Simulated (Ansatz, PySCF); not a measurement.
Molecule: C4H2FO, net charge 0, doublet state. SMILES: Fc1[c]cco1
Geometry from a B3LYP-D3(BJ)/def2-TZVP (Ansatz, a quantum-chemistry and plane-wave program) optimisation:
```
C
C 1 1.3568
H 1 1.0746 2 133.75
H 2 1.0759 1 126.91 3 0.00
O 1 1.3785 3 115.48 2 -180.00
C 5 1.3499 1 106.24 3 180.00
F 6 1.3123 5 115.68 1 -180.00
C 6 1.3416 7 134.01 5 -180.00
```
Charge 0, spin multiplicity 2.

Quantity: atomisation energy, in kcal/mol. Conventions: dispersion terms only where a functional's name holds one; non-relativistic; LANL2DZ all-electron up to Ne; no spin-orbit coupling; six Cartesian d functions in 6-31G* and its kin unless marked 5d; UHF or UKS for open shells; 6-311+G** with 5d; atomisation electronic, to ground-state atoms. First-principles rows: single points at B3LYP-D3(BJ) geometries (Ansatz). A UHF reference is markedly spin-contaminated in at least one set, which strains HF and MP2.

```json
[
 {"level": "HF/6-311+G**", "program": "Ansatz", "atomisation energy (kcal/mol)": "586.9"},
 {"level": "PBE/STO-3G", "program": "Ansatz", "atomisation energy (kcal/mol)": "1027.7"},
 {"level": "PBE/3-21G", "program": "Ansatz", "atomisation energy (kcal/mol)": "901.1"},
 {"level": "PBE/6-31G*", "program": "Ansatz", "atomisation energy (kcal/mol)": "928.0"},
 {"level": "PBE/6-311+G**", "program": "Ansatz", "atomisation energy (kcal/mol)": "911.7"},
 {"level": "BP86/6-31G* (5d)", "program": "PySCF", "atomisation energy (kcal/mol)": "920.1"},
 {"level": "B3LYP/LANL2DZ", "program": "Ansatz", "atomisation energy (kcal/mol)": "794.0"},
 {"level": "B3LYP/6-31G*", "program": "Ansatz", "atomisation energy (kcal/mol)": "869.2"},
 {"level": "M06-2X/6-31G* (5d)", "program": "PySCF", "atomisation energy (kcal/mol)": "882.3"},
 {"level": "B3PW91/6-31G* (5d)", "program": "PySCF", "atomisation energy (kcal/mol)": "883.9"},
 {"level": "PBE/def2-TZVPD", "program": "Ansatz", "atomisation energy (kcal/mol)": "921.3"},
 {"level": "B3LYP/def2-TZVPD", "program": "Ansatz", "atomisation energy (kcal/mol)": "865.3"},
 {"level": "B3LYP-D3(BJ)/def2-TZVPD", "program": "Ansatz + dftd3", "atomisation energy (kcal/mol)": "871.7"}
]
```

No value to compare with is used here. The 10 habitual levels span 586.9 (HF/6-311+G**) to 1027.7 kcal/mol (PBE/STO-3G); B3LYP/def2-TZVPD gives 865.3.

The levels are drawn from those run, B3LYP/6-31G* more often than the rest, none by its result; left out are runs that failed, that the program found above a lower state of the same kind, or whose <S^2> lies over 0.5 above the pure value.
